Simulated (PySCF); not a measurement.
Structure problem from calculated spectra and properties.

Formula: C9H13N.

* 1H NMR: chemical shifts (computed TMS as zero) by class: 8.86 (1 H), 7.92 (1 H), 7.66 (1 H), 7.26 (1 H), 1.38 (9 H) ppm [GIAO PBE0/pcSseg-1]
* NMR, other nuclei: isotropic shieldings of nuclei other than C and H, by class: -82 (1 N) ppm [GIAO PBE0/pcSseg-1]
* Rotational structure: rotational constants A, B, C: 2.608, 1.003, 0.861 GHz [GFN2-xTB]
* Dipole: 1.79 D [PBE0/pcSseg-1]
* 13C NMR: chemical shifts (computed TMS as zero) by class: 175.3 (1 C), 154.0 (1 C), 141.7 (1 C), 126.0 (1 C), 125.6 (1 C), 40.0 (1 C), 32.5 (3 C) ppm [GIAO PBE0/pcSseg-1]

Gas-phase values; electronic properties from PySCF, density fitting. Levels stand in brackets. Geometry: GFN2-xTB; no solvent, vibrations or thermal averaging. NMR classes are plain means over equivalent atoms (diastereotopic ones count apart unless rotation or inversion swaps them), as if these changed places fast.

Problem. Propose a structure and show how it fits.

Solution. Numbering: `[CH3:1][C:2]([CH3:3])([CH3:4])[c:5]1[cH:6][cH:7][cH:8][cH:9][n:10]1`. Its formula, C9H13N, gives 4 degrees of unsaturation: 1 ring and 3 π bonds in the structure found (Kekulé form). 9 carbons fall into 7 classes; from least to most shielded: substituted aromatic carbon [C5] (175.3 ppm), aromatic CH next to a ring nitrogen [C9] (154.0 ppm), aromatic CH carbon [C7] (141.7 ppm), aromatic CH carbon [C6] (126.0 ppm), aromatic CH carbon [C8] (125.6 ppm), benzylic-type carbon [C2] (40.0 ppm), methyl carbon [C1/C3/C4] (32.5 ppm, 3 C, up to 3.2 ppm apart in this geometry). Hydrogen classes from least to most shielded: 1 H on an aromatic CH next to a ring nitrogen, C9 (8.86 ppm), 1 H on an aromatic CH carbon, C7 (7.92 ppm), 1 H on an aromatic CH carbon, C6 (7.66 ppm), 1 H on an aromatic CH carbon, C8 (7.26 ppm), 9 H on 3 methyl carbons, C1/C3/C4 (1.38 ppm, a mean of values up to 1.1 ppm apart in this geometry). The other shieldings belong to: -82 ppm, pyridine-type nitrogen [N10]. The optimised geometry has point group Cs and is an asymmetric top. Structure: 2-tert-butylpyridine (`CC(C)(C)c1ccccn1`). Computed isomers that give other values at the same levels: `Cc1ccccc1N(C)C` (13C chemical shifts (computed TMS as zero) by class: 158.1 (1 C), 138.2 (1 C), 136.4 (1 C), 131.5 (1 C), 127.9 (1 C), 123.5 (1 C), 45.5 (2 C), 19.6 (1 C) ppm); `CCc1cccc(C)c1N` (13C chemical shifts (computed TMS as zero) by class: 147.0 (1 C), 134.3 (1 C), 133.5 (1 C), 130.3 (1 C), 124.4 (1 C), 122.9 (1 C), 31.7 (1 C), 20.4 (1 C), 15.0 (1 C) ppm); `CCN(C)c1ccccc1` (13C chemical shifts (computed TMS as zero) by class: 150.9 (1 C), 135.1 (2 C), 120.3 (1 C), 114.4 (2 C), 49.6 (1 C), 40.3 (1 C), 10.8 (1 C) ppm). The assignments are read from this structure; whether some other isomer fits the data as well wasn't checked.

Shape of the structure used: `[CH3:1][C:2]([CH3:3])([CH3:4])[c:5]1[cH:6][cH:7][cH:8][cH:9][n:10]1`: C1–C2–C5–C6 60°.
